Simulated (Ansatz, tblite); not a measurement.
Removing and adding an electron: AsAsAsAs tetrahedron (As₄). Total charge 0; singlet. Geometry: PBE-D4/def2-SVP. Ansatz, gas phase; energy differences of separate SCF runs; the oxidised species was run as a doublet alone; the reduced species was run as a doublet alone.

Cartesian coordinates in Å:
```
As -0.871 1.039 0.662
As 1.124 -0.381 0.931
As -0.827 -1.221 -0.317
As 0.574 0.564 -1.276
```

The xTB rows come from tblite. Correlated methods freeze 36 core orbitals; core or outer-core shells of As are correlated, in sets that lack core-valence functions. The rows differ in basis, and correlated rows in double-zeta sets carry the largest basis error. HOMO above LUMO, or a gap near zero within one spin, warns that the state may not be the lowest or that an electron is smeared out.

Question: Estimate orbital energies and vertical ionisation energies and electron affinities at: GFN1-xTB; GFN2-xTB; HF/def2-SVP; PBE-D4/def2-TZVP; PBE-D4/def2-TZVPD; r2SCAN-D4/def2-TZVP; r2SCAN-D4/def2-TZVPD; PBE0-D4/def2-TZVP; PBE0-D4/def2-TZVPD; MP2/def2-SVP; CCSD/def2-SVP; CCSD(T)/def2-SVP.

Answer: 
| level | −HOMO (eV) | vertical IE (eV) | −LUMO (eV) | vertical EA (eV) | HOMO–LUMO gap (eV) | IE − EA (eV) | remarks |
| --- | --- | --- | --- | --- | --- | --- | --- |
| GFN1-xTB | 9.26 | 13.78 | 6.24 | 1.93 | 3.02 | 11.85 | – |
| GFN2-xTB | 8.74 | 11.78 | 5.34 | 2.58 | 3.40 | 9.21 | – |
| HF/def2-SVP | – | 8.21 | – | – | – | – | – |
| PBE-D4/def2-TZVP | 6.00 | 8.69 | 1.84 | – | 4.16 | – | gap within one spin near zero (+1 doublet) |
| PBE-D4/def2-TZVPD | 6.04 | – | 1.90 | -0.30 | 4.14 | – | HOMO above zero (-1 doublet), gap within one spin near zero (-1 doublet) |
| r2SCAN-D4/def2-TZVP | 6.30 | 8.85 | 1.82 | – | 4.48 | – | – |
| r2SCAN-D4/def2-TZVPD | 6.31 | – | 1.84 | -0.34 | 4.47 | – | HOMO above zero (-1 doublet) |
| PBE0-D4/def2-TZVP | 6.94 | 8.81 | 1.15 | – | 5.80 | – | – |
| PBE0-D4/def2-TZVPD | 6.97 | – | 1.20 | -0.36 | 5.76 | – | HOMO above zero (-1 doublet) |
| MP2/def2-SVP | – | 8.89 | – | – | – | – | – |
| CCSD/def2-SVP | – | 8.74 | – | – | – | – | – |
| CCSD(T)/def2-SVP | – | 8.74 | – | – | – | – | – |

   A HOMO above zero means that the electron is unbound at that level or that self-interaction error raises the level; the energy of removing that electron tells which. Raw xTB energy differences between charge states are shifted by several eV; the methods need an empirical correction for them. A negative affinity means that the extra electron isn't bound; its size then hangs on the basis.
